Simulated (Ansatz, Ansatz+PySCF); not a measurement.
```xyz
2

C     0.0000    0.0000    0.0000
P     0.0000    0.0000    1.5620
```

Basis set: def2-SVP (spherical functions). Left uncorrelated: 6 orbitals. Correlation on ROHF uses semicanonical orbitals with singles. Charge 0, multiplicity 2.

Computed with Ansatz (development build ahead of 0.2.0); each method stands on the lowest determinant of its kind that the runs found.

**Question.** Give the atomization energy at this shape (free ground-state atoms in the same class of orbitals less the molecule, no zero-point energy) of doublet CP by UHF-CCSDT(Q), ROHF-CCSD(T), UHF-CCSD(T), ROHF-MP2, UHF-MP2, ROHF, UHF.

**Answer.**

```tsv
method	atomization energy
UHF-CCSDT(Q)	112.68 kcal/mol
ROHF-CCSD(T)	111.44 kcal/mol
UHF-CCSD(T)	109.81 kcal/mol
ROHF-MP2	115.09 kcal/mol
UHF-MP2	93.39 kcal/mol
ROHF	45.16 kcal/mol
UHF	63.07 kcal/mol
```

Caution for UHF-CCSDT(Q), UHF-CCSD(T), UHF-MP2, UHF: the unrestricted determinant is a mixture of spin states. Caution for ROHF-CCSD(T), ROHF-MP2, ROHF: an unrestricted determinant lies well below. Caution for UHF-CCSD(T): another reference gives a lower total.
